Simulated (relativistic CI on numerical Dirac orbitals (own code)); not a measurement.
## One change at a time: La27+

Base calculation: Dirac-Coulomb-Breit CI, KLI orbitals optimised for each configuration, a model potential for QED, unscaled Slater integrals.

Configurations in the expansion (outside the closed core [Ar] 3d10): 4s², 4s4p, 4p², 4s4d, 4d², 4s4f, 4p4d, 4f², 4p4f, 4d4f, 4s5s, 4s5p, 4s5d, 4s5f, 4s5g, 4s6s. Levels of other configurations are missing.

The lowest level and the first level of each name with at least 55 % of one term (blank where a level has no safe partner in the second run):

```tsv
Level	Base (cm⁻¹)	Shift (cm⁻¹)
4s² ¹S0	0	0
4s4p ³P°0	413751	-29741
4s4p ³P°1	443367	-59357
4s4p ³P°2	609032	-225023
4s4p ¹P°1	715718	-200982
4p² ³P0	961829	-96715
4p² ³P1	1126116	-261002
4p² ¹D2	1131562	
4p² ³P2	1314718	
4p² ¹S0	1393845	-425002
4s4d ³D1	1421645	-241687
4s4d ³D2	1434461	-254502
4s4d ³D3	1460424	-280465
4s4d ¹D2	1545290	-280442
```

At this charge energies of transitions that change n are usually good to better than 1 %, and those within a shell (Δn = 0) to a few per cent.

**Question.** One thing was changed in a second run, which moved the levels as shown. Which?
A. configuration mixing switched off
B. non-relativistic limit
C. QED terms removed
D. Breit term removed

**Answer.** B. Non-relativistic limit. Without relativity the fine structure collapses and s electrons lose their extra binding.

LS names give the leading component of a level, which can be under half, so a name can repeat, a term be missing and a line seem to break the LS rules.
